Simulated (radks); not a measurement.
Spherical quantum dot in the effective-mass picture: electrons in a hard-walled sphere of radius 2.48, all in effective atomic units (hartree* = m*/eps^2 hartree, bohr* = eps/m* bohr), one dielectric constant everywhere. Calculated with a radial shooting solver with Libxc functionals: non-relativistic Kohn-Sham, LDA (Slater exchange, Perdew-Wang correlation), spin-polarised, spherical densities. Levels are named by radial order and angular momentum (1s, 1p, 1d, 2s, ...), and open shells are averaged over m. Results are scaled to m* = 0.061 and eps = 11.4, for which hartree* = 12.77 meV and bohr* = 9.89 nm. Each electron was tried in the lowest free levels, single moves between levels near the top were tried too, and the lowest total energy was kept; such a search can miss a lower state. At N = 1 the Hartree and exchange-correlation terms need not cancel, so that row can carry a self-interaction error.

N        open shells  2S  E (meV)  addition energy mu(N+1) - mu(N) (meV)  rms radius (nm)
1   1s(up 1, down 0)   1  10.5541                                  8.300            13.13
2               none   0  29.4082                                  16.26            13.53
3   1p(up 1, down 0)   1  64.5180                                  6.517            14.35
4   1p(up 2, down 0)   2  106.145                                  6.684            14.80
5   1p(up 3, down 0)   3  154.455                                  8.573            15.10
6   1p(up 3, down 1)   2  211.339                                  6.403            15.34
7   1p(up 3, down 2)   1  274.625                                  6.538            15.54
8               none   0  344.450                                  18.07            15.70
9   1d(up 1, down 0)   1  432.347                                  6.319            15.93
10  1d(up 2, down 0)   2  526.564                                  6.353            16.12
11  1d(up 3, down 0)   3  627.134                                  6.373            16.28
12  1d(up 4, down 0)   4  734.077                                  6.384            16.42
13  1d(up 5, down 0)   5  847.404                                  8.139            16.54
14  1d(up 5, down 1)   4  968.869                                  6.230            16.65
15  1d(up 5, down 2)   3  1096.56                                  6.263            16.75
16  1d(up 5, down 3)   2  1230.52                                  6.283            16.84
17  1d(up 5, down 4)   1  1370.76                                  6.296            16.93
18              none   0  1517.30                                  20.05            17.01
19  1f(up 1, down 0)   1  1683.89                                  6.156            17.10
20  1f(up 2, down 0)   2  1856.63                                  6.165            17.19
21  1f(up 3, down 0)   3  2035.53                                  6.172            17.27
22  1f(up 4, down 0)   4  2220.61                                  6.176            17.35
23  1f(up 5, down 0)   5  2411.86                                  6.179            17.42
24  1f(up 6, down 0)   6  2609.29                                  6.180            17.49
25  1f(up 7, down 0)   7  2812.90                                  7.841            17.55
26  1f(up 7, down 1)   6  3024.36                                  6.095            17.61
27  1f(up 7, down 2)   5  3241.90                                  6.104            17.66
28  1f(up 7, down 3)   4  3465.56                                  6.112            17.72
29  1f(up 7, down 4)   3  3695.32                                  6.117            17.77
30  1f(up 7, down 5)   2  3931.20                                      -            17.81

All shells are closed at N = 2, 8, 18 (there: 1s2 1p6 1d10); the second difference of the energy has clear peaks (12 % above both neighbours; the first and last values, which can be the largest, are not judged, and half-filled shells can peak too) at N = 2, 5, 8, 13, 18, 25.
